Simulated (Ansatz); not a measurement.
Consider the ligand exchange at a Ga–S bond: `[OH][Ga]([SH])[Cl]` + `CNC` → `C[N](C)[Ga]([OH])[Cl]` + H₂S.

Computed with Ansatz on PBE0-D4/def2-TZVP structures; ΔE is electronic, products minus reactants. CCSD(T)/CBS is the MP2 limit (def2-TZVPP, def2-QZVPP) plus CCSD(T) − MP2 in def2-TZVPP, frozen cores. This one scheme is used for every species. DFT in def2-TZVPP. B3LYP here is the variant with VWN-RPA as its local correlation; programs differ in this. For Ga outer-core shells are correlated without core-valence functions, which leaves a few kJ/mol of doubt a bond. Scalar relativity is left out up to krypton. Each species was taken in one conformer, which may not be the lowest.

```csv
level,ΔE (kJ/mol),difference from CCSD(T)/CBS
PBE0-D4,53.8,11.0
B2PLYP,49.1,6.3
r2SCAN,53.7,10.9
PBE0,58.3,15.5
B3LYP,54.9,12.1
SCS-MP2/def2-TZVPP,40.9,-1.9
CCSD(T)/def2-TZVPP,41.3,-1.5
HF/def2-QZVPP,58.2,15.4
MP2/def2-QZVPP,40.9,-1.9
SCS-MP2/def2-QZVPP,41.5,-1.3
CCSD(T)/CBS,42.8,0
```

Largest T1 diagnostic among the species: 0.013.

In def2-TZVPP, CCSD(T) changes the Hartree–Fock value by −18.4 kJ/mol (the triples alone add −1.3 kJ/mol) and MP2 by −19.2 kJ/mol. The D4 term adds −7.6 kJ/mol with B3LYP and −4.4 kJ/mol with PBE0; it sums over pairs of atoms, weighted by their polarisabilities, and B3LYP, whose exchange is more repulsive, gets the larger term.
